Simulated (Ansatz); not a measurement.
Ag2S. The state is a triplet with charge 0. Geometry PBE-D4/def2-TZVP; atoms count from 1.

```xyz
3

Ag   -1.366    0.527   -0.459
Ag    1.386    0.607   -0.258
S    -0.020   -1.133    0.717
```

In the def2 sets Ag takes a core potential; there is no spin–orbit coupling. At PBE0-D4/def2-TZVP a singlet of charge 0 lies 1.34 eV below the triplet, each at its own geometry. The structure comes from a short search, and lower isomers may exist.

**Question.** Estimate the Mulliken populations from the PBE0/def2-TZVP orbitals of Ansatz.

**Answer.** 
```tsv
atom	charge (e)	spin (α − β)	d electrons
Ag1	0.13	0.40	9.88
Ag2	0.13	0.40	9.88
S3	-0.26	1.20	–
```
Mulliken values and Mayer orders depend strongly on the basis.

**Question.** Where does the spin sit?

**Answer.** Summed by element: Ag 0.80, S 1.20, of 2 unpaired in all. Largest on single atoms: S3 1.20, Ag1 0.40, Ag2 0.40.

**Question.** And the Mayer bond orders between bonded heavy atoms (over 0.3)?

**Answer.** Ag1–Ag2 0.59 (2.76 Å); Ag1–S3 0.69 (2.44 Å); Ag2–S3 0.69 (2.44 Å).
